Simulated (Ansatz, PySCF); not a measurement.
Process, species as SMILES: CB(C)O -> CB(C)[O] + H atom (the H-O bond at the site shown breaks; other sites are not compared here)
Structures are relaxed separately at B3LYP-D3(BJ)/def2-TZVP in Ansatz (an electronic-structure program), one conformer each, not searched for the lowest.

Quantity: bond dissociation energy (0 K, with B3LYP-D3(BJ) harmonic zero-point energies from PySCF), in eV. Valence correlation only, unless marked. UHF or UKS for open shells. No spin-orbit coupling. No relativistic terms. CBS(X,Y): correlation extrapolated as X^-3; Hartree-Fock from the larger set.

| level | program | bond dissociation energy (eV) |
|---|---|---|
| PBE-D3(BJ)/def2-TZVPD | Ansatz + dftd3 | 4.04 |
| BLYP-D4/def2-TZVPD | Ansatz + dftd4 | [?] |
| PBE0-D4/def2-TZVPD | Ansatz + dftd4 | 4.19 |
| CCSD/cc-pVQZ | Ansatz | [?] |
| CCSD(T)/CBS(aug-cc-pVTZ,aug-cc-pVQZ) | Ansatz | 4.50 |

### Question
What belongs in the gaps?

### Answer

- BLYP-D4/def2-TZVPD, bond dissociation energy (eV): 3.99
- CCSD/cc-pVQZ, bond dissociation energy (eV): 4.44
